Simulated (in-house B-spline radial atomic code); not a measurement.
Inner levels of calcium as electrons are removed. A shift is the extra binding of the orbital against the neutral atom ([Ar] 4s2). The density at the nucleus is averaged over the nuclear charge. Computed with an all-electron radial atomic-structure program (B-spline basis): Dirac-Hartree-Fock, average of the configuration, finite nuclei.

```tsv
ion	configuration	shift of 1s1/2 (eV)	radius of 1s1/2 (bohr)	Σ<r²> (bohr²)	change of density at nucleus (bohr⁻³)
Ca	[Ar] 4s2	0	0.076768	56.203	-
Ca+	[Ar] 4s1	6.709	0.076768	31.073	-1.0894
Ca2+	[Ne] 3s2 3p6	15.065	0.076768	15.372	-3.4088
Ca3+	[Ne] 3s2 3p5	36.142	0.076764	12.551	0.84761
Ca4+	[Ne] 3s2 3p4	59.345	0.076758	10.17	5.6945
Ca5+	[Ne] 3s2 3p3	84.609	0.076751	8.1241	11.124
Ca6+	[Ne] 3s2 3p2	111.89	0.076742	6.3419	17.134
Ca7+	[Ne] 3s2 3p1	141.14	0.076731	4.774	23.727
Ca8+	[Ne] 3s2	172.34	0.076719	3.3839	30.905
Ca9+	[Ne] 3s1	204.77	0.076717	2.1762	-5.0502
Ca10+	[He] 2s2 2p6	238.75	0.076713	1.0758	-45.69
Ca11+	[He] 2s2 2p5	328.81	0.076621	0.90253	-20.53
Ca12+	[He] 2s2 2p4	423.31	0.076519	0.74676	6.2085
Ca13+	[He] 2s2 2p3	522.22	0.076405	0.60624	34.538
Ca14+	[He] 2s2 2p2	625.49	0.07628	0.4791	64.474
Ca15+	[He] 2s2 2p1	733.09	0.076144	0.36375	96.031
Ca16+	[He] 2s2	844.97	0.075997	0.25885	129.22
Ca17+	[He] 2s1	944.73	0.075981	0.13339	-156.24
Ca18+	1s2	1047.16	0.075904	0.015428	-462.38
Ca19+	1s1	1385.39	0.074465	0.0074066	-3187.94
```
